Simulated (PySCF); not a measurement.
Sb(Cl)2(TeH) (Cl2HSbTe), SMILES [Cl][Sb]([Cl])[TeH].

Geometry: B3LYP-D3(BJ)/def2-SVP. The structure was generated by enumeration; whether it is a known compound was not checked. The def2 effective core potentials stand for the cores of Sb, Te; spin–orbit coupling is left out.

Computed with TDA-PBE/def2-SVPD in PySCF 2.14.0.

Vertical excitations. The molecule is in vacuum.

Task: List the lowest excited states. (An estimate is asked for; the answer gives what the named calculation found.)

Result: 
| state | energy (eV) | λ (nm) | f | main pairs |
|---|---|---|---|---|
| S1 | 2.87 | 432 | 0.001 | HOMO→LUMO 89 % |
| S2 | 3.21 | 386 | 0.005 | HOMO→LUMO+1 81 % |
| S3 | 3.46 | 359 | 0.013 | HOMO→LUMO+2 82 % |
| S4 | 4.00 | 310 | 0.011 | HOMO−1→LUMO 58 %, HOMO−1→LUMO+1 36 % |
| S5 | 4.24 | 292 | 0.019 | HOMO−1→LUMO+2 46 %, HOMO−1→LUMO+1 38 %, HOMO−1→LUMO 10 % |
| S6 | 4.63 | 268 | 0.011 | HOMO→LUMO+3 96 % |
| S7 | 4.67 | 266 | 0.018 | HOMO−2→LUMO 76 % |
| S8 | 4.80 | 258 | 0.150 | HOMO−1→LUMO+2 25 %, HOMO−1→LUMO 12 %, HOMO−1→LUMO+1 10 %, HOMO−5→LUMO 9 % |
| S9 | 4.87 | 255 | 0.005 | HOMO−3→LUMO 71 %, HOMO−2→LUMO+1 17 % |
| S10 | 4.98 | 249 | 0.002 | HOMO−2→LUMO+1 40 %, HOMO−4→LUMO 24 %, HOMO−2→LUMO+2 15 % |
| T1 | 2.68 | 462 | 0 | HOMO→LUMO 85 %, HOMO→LUMO+1 13 % |
| T2 | 2.88 | 430 | 0 | HOMO→LUMO+1 86 %, HOMO→LUMO 13 % |
| T3 | 3.05 | 406 | 0 | HOMO→LUMO+2 97 % |
| T4 | 3.38 | 367 | 0 | HOMO−1→LUMO 87 % |
Triplets are in the Tamm–Dancoff approximation.
